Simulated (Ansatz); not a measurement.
Reaction (substitution at a C–S bond): `CSS[SiH3]` + `CB(N)O` → `CNB(C)O` + `[SiH3]SS`

Computed with Ansatz on PBE0-D4/def2-TZVP structures; ΔE is electronic, products minus reactants. CBS: MP2 limit from def2 TZ/QZ plus the TZ coupled-cluster correction, frozen cores. This one scheme is used for every species. DFT in def2-TZVPP. One conformer a species, not always the lowest.

`CSS[SiH3]`:

Z-matrix (Å, degrees):
```
C
S 1 1.800
H 1 1.089 2 110.8
H 1 1.093 2 105.9 3 -118.5
H 1 1.090 2 111.0 3 123.1
S 2 2.060 1 102.0 3 -61.1
Si 6 2.141 2 96.1 1 -91.1
H 7 1.487 6 106.9 2 177.1
H 7 1.485 6 109.9 2 58.1
H 7 1.483 6 110.4 2 -63.0
```

`CB(N)O`:

Z-matrix (Å, degrees):
```
C
B 1 1.579
H 1 1.095 2 110.9
H 1 1.092 2 113.4 3 120.9
H 1 1.095 2 110.9 3 -118.2
N 2 1.404 1 122.1 3 -120.8
O 2 1.379 1 121.6 3 59.2
H 6 1.005 2 122.2 1 180.0
H 6 1.002 2 123.1 1 -0.0
H 7 0.957 2 112.7 1 0.0
```

`CNB(C)O`:

Cartesian coordinates in Å:
```
C 1.614 -0.668 -0.880
N 0.249 -0.254 -0.681
B -0.368 0.230 0.492
C -1.889 0.634 0.491
O 0.312 0.375 1.680
H 2.124 -0.058 -1.634
H 2.186 -0.571 0.045
H 1.685 -1.717 -1.188
H -0.325 -0.327 -1.504
H -2.437 0.063 1.246
H -2.003 1.688 0.762
H -2.384 0.480 -0.471
H 1.236 0.122 1.642
```

`[SiH3]SS`:

Cartesian coordinates in Å:
```
Si 0.540 -0.847 -0.121
S 0.557 1.008 0.954
S -0.812 2.003 -0.229
H 0.931 -0.625 -1.533
H -0.814 -1.453 -0.063
H 1.525 -1.726 0.562
H -1.928 1.639 0.430
```

```
    species  ωB97X-V energy (Eh)
`CSS[SiH3]`          -1127.48680
   `CB(N)O`           -196.67725
  `CNB(C)O`           -235.98008
 `[SiH3]SS`          -1088.16737
```

(1) Work out ΔE.

Largest T1 diagnostic among the species: 0.012.

Results:

(1) ΔE = (-235.98008) + (-1088.16737) − (-1127.48680) − (-196.67725) = 0.01660 Eh = +10.4 kcal/mol. CCSD(T)/CBS gives +11.1 kcal/mol.

In def2-TZVPP, CCSD(T) changes the Hartree–Fock value by +1.0 kcal/mol (the triples alone add +0.4 kcal/mol) and MP2 by +2.6 kcal/mol.
